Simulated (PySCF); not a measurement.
C2H6Te, SMILES [Te](C)C. Geometry optimised at B3LYP-D3(BJ)/def2-SVP. The def2 effective core potentials stand for the cores of Te; spin–orbit coupling is left out.

Computed equilibrium geometry at B3LYP-D3(BJ)/def2-SVP (PySCF confirms it by a frequency run) as bond lengths and angles, and its point group:
point group C2v.
Atoms: C1 Te2 C3 H4 H5 H6 H7 H8 H9. Bonded distances (Å): C1–Te2 2.175, C1–H4 1.098, C1–H5 1.098, C1–H6 1.098, Te2–C3 2.175, C3–H7 1.098, C3–H8 1.098, C3–H9 1.098. Angles (°): Te2–C1–H4 109.7, Te2–C1–H5 107.4, Te2–C1–H6 109.7, H4–C1–H5 109.7, H4–C1–H6 110.7, H5–C1–H6 109.7, C1–Te2–C3 93.7, Te2–C3–H7 109.7, Te2–C3–H8 107.4, Te2–C3–H9 109.7, H7–C3–H8 109.7, H7–C3–H9 110.7, H8–C3–H9 109.7.
